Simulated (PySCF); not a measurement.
Compounds:
1. `[BH3-][P@+]1(C(C)(C)C)C=C1C=C`, C$_{8}$H$_{16}$BP
2. `[BH3-][P@@H+]1C=CC(C(C)C)=C1C`, C$_{8}$H$_{16}$BP
3. `[SiH3]/N=C(/C#C)C1CC1`, C$_{6}$H$_{9}$NSi
4. `InChI=1S/C6H9NSi/c7-4-8-3-6(8)5-1-2-5/h5-6,8H,1-3H2/t6-,8+/m1/s1`
5. SMILES N#C[C@]1(C[SiH3])[C@@H]2C[C@H]12, C$_{6}$H$_{9}$NSi
6. `C[SiH2]c1ccccn1`, C$_{6}$H$_{9}$NSi
7. SMILES C=Cc1cccn1[SiH3], C$_{6}$H$_{9}$NSi
8. ethylene carbonate (SMILES O=C1OCCO1)
9. SMILES [SiH3]Cc1cccnc1, C$_{6}$H$_{9}$NSi

[PySCF 2.14: σ from GIAO-PBE0/pcSseg-1; geometry from PBE0-D3(BJ)/def2-SVP; relativity neglected; one computed conformer; averaged over atoms made equivalent by symmetry, fast rotation or ring inversion; in vacuum]

Referencing at the same level of theory: 1H, 13C against TMS. Carbons bonded to boron are broad in practice. Shifts are as computed. Against solution values, carbons near 30 ppm lie about +2 ppm off and those near 130 ppm about +5 ppm. Of 1313 compounds with measured shifts, 239 miss one by over three times the rms of a fit or turn the order of signals round; such compounds aren't used in these exercises.

Problem. Which show a 1H signal between 3 and 4.5 ppm from a carbon-bound hydrogen?

Solution. 8 (4.12: hydrogen on an sp3 CH2 bonded to O).

Problem. Which show a 13C signal between 60 and 100 ppm?

Solution. 3 (81.8, 81.6: alkyne carbon, terminal alkyne carbon); 8 (64.3: sp3 CH2 bonded to O).

Problem. Which give exactly 2 13C signals?

Solution. 8 (δ 156.9, 64.3).
